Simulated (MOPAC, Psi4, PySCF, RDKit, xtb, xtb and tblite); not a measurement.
Two geometries of SMILES S[SiH2]N, relaxed at GFN2-xTB with one dihedral held; other torsions can differ between them too.

Structure A

```
8

N      0.5449     1.2611    -1.4948
Si    -0.0832     0.7483     0.0133
S      1.6031     0.3882     1.3192
H      0.3556     0.7355    -2.3301
H      1.4656     1.6671    -1.5348
H     -0.8605     1.8182     0.6294
H     -0.8212    -0.5000    -0.1224
H      0.8995     0.1749     2.4184
```

Structure B

```
8

N     -0.9296    -0.7592     0.0495
Si    -0.0396     0.7093     0.0005
S      1.9377     0.1487    -0.6345
H     -1.8973    -0.7378     0.3255
H     -0.7909    -1.4452    -0.6768
H     -0.4164     1.7271    -0.9731
H      0.0072     1.2102     1.3664
H      2.0993    -0.8213     0.2508
```

Which is lower in energy at the level DF-MP2 (frozen core)/cc-pVTZ // GFN2-xTB run with Psi4, and by how much?

B is lower, by 1.47 kcal/mol (dihedral H4–N1–Si2–S3: 120° in A, 180° in B).

E(B) − E(A) in kcal/mol at the other levels, on the same two geometries: GFN2-xTB (xtb and tblite) -1.34; MMFF94 // GFN2-xTB (RDKit) 0.23; PBE/def2-TZVP // GFN2-xTB (Psi4) -1.34; PBE-D3(BJ)/def2-TZVP // GFN2-xTB (Psi4) -1.39; r2SCAN/def2-TZVP // GFN2-xTB (Psi4) -1.28; HF/cc-pVTZ // GFN2-xTB (Psi4) -0.90; UFF // GFN2-xTB (RDKit) 0.16; PM7, restricted, heats of formation // GFN2-xTB (MOPAC) -1.44; PM6, restricted, heats of formation // GFN2-xTB (MOPAC) 0.25; GFN1-xTB // GFN2-xTB (xtb) -0.09; restricted B3LYP/6-31G*, spherical d // GFN2-xTB (PySCF) -1.60; restricted B3LYP/LANL2DZ, with its core potentials past Ne // GFN2-xTB (PySCF) -1.07; restricted Hartree-Fock/STO-3G // GFN2-xTB (PySCF) -0.99; restricted MP2 (frozen core)/6-31G*, spherical d // GFN2-xTB (PySCF) -1.85.
